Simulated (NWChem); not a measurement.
Molecule: BeHOF; SMILES [Be]([F])[OH]

```xyz
4

Be    -0.0004     0.0004     0.0107
F      0.0156    -0.0153     1.4091
O     -0.0657     0.0642    -1.3964
H      0.3112    -0.3038    -2.2007
```
Atoms are numbered in this order, from 1.

Program: NWChem. All runs use the structure optimised with PBE-D3(BJ)/def2-SVP. Vzz is the largest principal value of the second derivative of the potential at the nucleus (NWChem prints the opposite sign); η is the asymmetry. Non-relativistic.

For level CAM-B3LYP/def2-TZVP:

| Property | Value |
|---|---|
| Vzz Be1 (a.u.) | -0.187 |

Question: Estimate the same quantities for level PBE0/cc-pVTZ.

Answer: 
- Vzz Be1 (a.u.): -0.201
